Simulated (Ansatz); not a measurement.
The cluster K2Se⁻ was relaxed with r2SCAN-D4 (def2-TZVPD) in Ansatz in these states: charge -1 doublet, charge -1 quartet. The geometries follow in no particular order.

A:

```xyz
3

K     1.086    0.191    2.095
K    -1.738   -0.917   -1.320
Se    0.652    0.726   -0.775
```

B:

```xyz
3

K    -0.791   -0.982   -2.649
K     1.259    1.604    2.110
Se   -0.468   -0.622    0.540
```

Judge from the bond lengths which geometry belongs to which state (an estimate).

A is the charge -1 doublet (K1–K2 4.568 Å, K1–Se3 2.952 Å, K2–Se3 2.952 Å); B is the charge -1 quartet (K1–K2 5.792 Å, K1–Se3 3.225 Å, K2–Se3 3.225 Å).

At r2SCAN-D4/def2-TZVPD the highest occupied level of the charge -1 doublet lies above zero (up to 0.56 eV). By energy differences its removal costs 0.50 eV (vertical, to the charge 0 singlet, at r2SCAN-D4/def2-TZVPD); a positive level beside a positive removal energy at the same level points to self-interaction error. At r2SCAN-D4/def2-TZVPD the highest occupied level of the charge -1 quartet lies above zero (up to 0.40 eV). It is a level of α spin, whose loss leaves a triplet; that state wasn't run at this geometry and level. The electron is either unbound and held by the finite basis, or the level is raised by self-interaction error. At PBE0-D4/def2-TZVPD a doublet lies 0.92 eV below the charge -1 quartet. These are the stationary points nearest to one start from a short search; other shapes may lie lower in each state.
